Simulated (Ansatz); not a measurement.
Total energies of `F[Si](F)(S)[GeH3]`.

Z-matrix (Å, degrees):
```
Si
F 1 1.591
S 1 2.117 2 110.6
F 1 1.590 2 106.8 3 113.4
Ge 1 2.373 2 108.5 3 -126.8
H 3 1.345 1 92.3 2 -65.8
H 5 1.536 1 108.4 2 68.9
H 5 1.535 1 110.8 2 -51.1
H 5 1.534 1 109.3 2 -172.3
```

Charge 0, multiplicity 1. Correlated methods freeze the filled d shell of Ge. Scalar relativity is left out up to krypton. The geometry is a stationary point of PBE0-D4/def2-TZVP. It is one conformer, not always the lowest. Basis def2-TZVPP, Ansatz.

RPA on PBE orbitals: Hartree–Fock energy of these orbitals -2963.24006 Eh, correlation -1.47994 Eh (frozen core).

| functional | energy without D4 (Eh) | D4 term (kJ/mol) |
| --- | --- | --- |
| LDA (SPW92) | -2960.08654 | – |
| PBE | -2966.23049 | -23.5 |
| revPBE | -2966.69167 | -61.0 |
| BLYP | -2967.08967 | -50.4 |
| r2SCAN | -2966.92255 | -5.5 |
| B97M-V | -2966.43243 | – |
| PBE0 | -2966.34816 | -20.2 |
| B3LYP | -2967.14827 | -38.5 |
| r2SCANh | -2966.90025 | -6.0 |
| r2SCAN0 | -2966.86859 | -6.7 |
| HSE06 (plane-wave form) | -2966.32649 | -19.1 |
| BHLYP | -2966.96957 | -33.1 |
| CAM-B3LYP | -2967.15746 | -20.9 |
| LC-ωPBE | -2966.47944 | – |
| ωB97X-V | -2966.69964 | – |
| ωB97M-V | -2966.85171 | – |
| B2PLYP | -2966.29604 | – |
| PBE-QIDH | -2965.77839 | – |

B3LYP takes the VWN-RPA correlation (the form of Gaussian; ORCA's B3LYP/G). HSE06 is the plane-wave form, built on full-range PBE exchange. The double hybrids freeze the cores in their second-order part.

LC-ωPBE has ω = 0.4 bohr⁻¹.
